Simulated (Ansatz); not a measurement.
Geometry optimisation, RKS PBE-D4/6-31G* (Ansatz 0.2.0).

Input:

```yaml
crystal:
  periodic: [false, false, false]
  atoms:
    - { symbol: C, position_ang: [0.82833, 1.20529, -0.4238] }
    - { symbol: C, position_ang: [0.65658, -0.06317, -0.05002] }
    - { symbol: Na, position_ang: [-1.49552, -0.82075, 0.37685] }
    - { symbol: Si, position_ang: [2.1745, -1.15158, 0.09994] }
    - { symbol: H, position_ang: [1.8026, 1.63296, -0.64564] }
    - { symbol: H, position_ang: [0.01315, 1.92327, -0.54021] }
    - { symbol: H, position_ang: [3.13475, -0.70982, 1.12013] }
    - { symbol: H, position_ang: [1.68715, -2.49928, 0.5014] }
    - { symbol: H, position_ang: [2.93543, -1.31444, -1.14571] }
basis:
  gaussian: { orbitals: "6-31G*" }
hamiltonian:
  xc: pbe
  dispersion: d4
relax:
  f_tol: 0.015
  max_steps: 40
```

Run as:

```bash
$ ansatz run input.yaml --threads 1 --pin off --max-ram 2048MiB --backend cpu --events-out ev --progress --plain --runs-dir out
```

Task: Where does it end, and by what steps?

Result: It converged. The force dipped under the threshold on the way, but the program's further checks kept it going. After 18 steps the energy has fallen by 0.181 eV; H7 moved furthest, 0.96 Å.

```csv
step,energy less start (eV),largest force component (eV/Å),accepted
0,0.0000,1.183,yes
1,-0.0816,0.301,yes
2,-0.0897,0.076,yes
3,-0.0904,0.061,yes
4,-0.0892,0.266,no
5,-0.0922,0.040,yes
6,-0.0958,0.107,yes
7,-0.0999,0.207,yes
8,-0.1089,0.263,yes
9,-0.1214,0.437,yes
10,-0.1638,0.137,yes
11,-0.0868,0.717,no
12,-0.1729,0.037,yes
13,-0.1761,0.195,yes
14,-0.1759,0.245,no
15,-0.1796,0.047,yes
16,-0.1798,0.064,yes
17,-0.1808,0.003,yes
18,-0.1809,0.012,yes
```

```xyz
9
Properties=species:S:1:pos:R:3
C 0.780 1.168 -0.658
C 0.689 0.023 0.057
Na -1.190 -0.596 1.241
Si 2.129 -1.143 0.119
H 1.683 1.468 -1.229
H -0.039 1.904 -0.735
H 2.584 -1.371 1.544
H 1.738 -2.517 -0.380
H 3.361 -0.733 -0.667
```

Run time: 54 s on 1 thread of Arm Neoverse V2, with other jobs on the host, peak memory 0.13 GiB.
